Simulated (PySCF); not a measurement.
B3LYP has the VWN-RPA correlation part, as in Gaussian. 

```xyz
19

B     -3.4094     0.1141    -1.1539
C     -2.0212    -0.0100    -0.4610
C     -1.9173    -0.4749     0.8879
C     -0.6764    -0.5706     1.4643
F     -0.5398    -1.0003     2.7231
C      0.4884    -0.2180     0.7421
C      1.7995    -0.2943     1.2777
C      2.8781     0.0696     0.4998
C      2.6903     0.5210    -0.8336
C      1.4269     0.6034    -1.3740
C      0.2833     0.2373    -0.6062
N     -0.9412     0.3322    -1.1727
H     -3.4796     0.5123    -2.2859
H     -4.4085    -0.1910    -0.5485
H     -2.8081    -0.7502     1.4539
H      1.9342    -0.6421     2.3028
H      3.8889     0.0114     0.9102
H      3.5600     0.8039    -1.4311
H      1.2519     0.9463    -2.3949
```

Charge 0, multiplicity 1.

Q: Give the Mulliken and meta-Löwdin atomic charges from B3LYP-D3(BJ)/def2-TZVP // B3LYP-D3(BJ)/def2-SVP run with PySCF 2.14.0.

A: 
```json
[
 {"atom": "B1", "Mulliken (e)": "-0.01", "meta-Löwdin (e)": "0.01"},
 {"atom": "C2", "Mulliken (e)": "0.12", "meta-Löwdin (e)": "0.03"},
 {"atom": "C3", "Mulliken (e)": "-0.28", "meta-Löwdin (e)": "-0.16"},
 {"atom": "C4", "Mulliken (e)": "0.34", "meta-Löwdin (e)": "0.31"},
 {"atom": "F5", "Mulliken (e)": "-0.20", "meta-Löwdin (e)": "-0.26"},
 {"atom": "C6", "Mulliken (e)": "-0.02", "meta-Löwdin (e)": "-0.03"},
 {"atom": "C7", "Mulliken (e)": "-0.19", "meta-Löwdin (e)": "-0.12"},
 {"atom": "C8", "Mulliken (e)": "-0.08", "meta-Löwdin (e)": "-0.10"},
 {"atom": "C9", "Mulliken (e)": "-0.08", "meta-Löwdin (e)": "-0.11"},
 {"atom": "C10", "Mulliken (e)": "-0.20", "meta-Löwdin (e)": "-0.10"},
 {"atom": "C11", "Mulliken (e)": "0.14", "meta-Löwdin (e)": "0.11"},
 {"atom": "N12", "Mulliken (e)": "-0.18", "meta-Löwdin (e)": "-0.24"},
 {"atom": "H13", "Mulliken (e)": "0.01", "meta-Löwdin (e)": "0.02"},
 {"atom": "H14", "Mulliken (e)": "-0.02", "meta-Löwdin (e)": "0.00"},
 {"atom": "H15", "Mulliken (e)": "0.14", "meta-Löwdin (e)": "0.14"},
 {"atom": "H16", "Mulliken (e)": "0.13", "meta-Löwdin (e)": "0.13"},
 {"atom": "H17", "Mulliken (e)": "0.12", "meta-Löwdin (e)": "0.12"},
 {"atom": "H18", "Mulliken (e)": "0.12", "meta-Löwdin (e)": "0.12"},
 {"atom": "H19", "Mulliken (e)": "0.12", "meta-Löwdin (e)": "0.13"}
]
```
